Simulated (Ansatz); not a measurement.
Reaction (formal exchange of groups at the Si–C bond): `[SiH3]C[NH][GaH2]` + `CO[SiH](N)O` → `CO[Si](N)(O)[SiH3]` + `C[NH][GaH2]`

Program: Ansatz. Geometries: PBE0-D4/def2-TZVP. ΔE: electronic, gas phase. CCSD(T)/CBS is the MP2 limit (def2-TZVPP, def2-QZVPP) plus CCSD(T) − MP2 in def2-TZVPP, frozen cores. Functionals use def2-TZVPP. For Ga outer-core shells are correlated without core-valence functions, which leaves a few kJ/mol of doubt a bond. Scalar relativity is left out up to krypton. Each species was taken in one conformer, which may not be the lowest.

```
             species  B2PLYP energy (Eh)
 `[SiH3]C[NH][GaH2]`         -2311.47939
       `CO[SiH](N)O`          -536.96047
`CO[Si](N)(O)[SiH3]`          -827.53638
       `C[NH][GaH2]`         -2020.90490
```

**Question.** Work out ΔE.

**Answer.** ΔE = (-827.53638) + (-2020.90490) − (-2311.47939) − (-536.96047) = -0.00142 Eh = -3.7 kJ/mol. CCSD(T)/CBS gives -5.3 kJ/mol.

Largest T1 diagnostic among the species: 0.015.

From PBE to PBE0 (25 % exact exchange), in def2-TZVPP and without D4, ΔE moves by +3.8 kJ/mol.
